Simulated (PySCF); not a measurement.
How methods differ on the ionisation energy of Fe

Fe [Ar] 3d6 4s2 (5D) → Fe⁺ [Ar] 3d6 4s1 (6D), as a difference of total energies. Computed with PySCF 2.14 in x2c-TZVPPall with one added diffuse shell each of s, p, d, f type (7s6p5d3f1g, 80 functions), with scalar relativity by spin-free X2C-1e. Correlated levels: valence: [Ar] frozen. The calculations carry no spin-orbit coupling.

| method | ionisation energy (eV) |
| --- | --- |
| UHF | 6.436 |
| MP2 (valence) | 7.514 |
| SCS-MP2 (valence) | 7.695 |
| CCSD (valence) | 7.693 |
| CCSD(T) (valence) | 7.789 |

Errors of the correlated levels include the incompleteness of this basis and the frozen core.

Q: Which method comes closest to the reference value, and which is furthest?

A: The reference is 7.904 eV (measured; NIST levels, between the centres of gravity of the two terms). Closest: CCSD(T) (valence) (error -0.115 eV); furthest: UHF (error -1.468 eV).
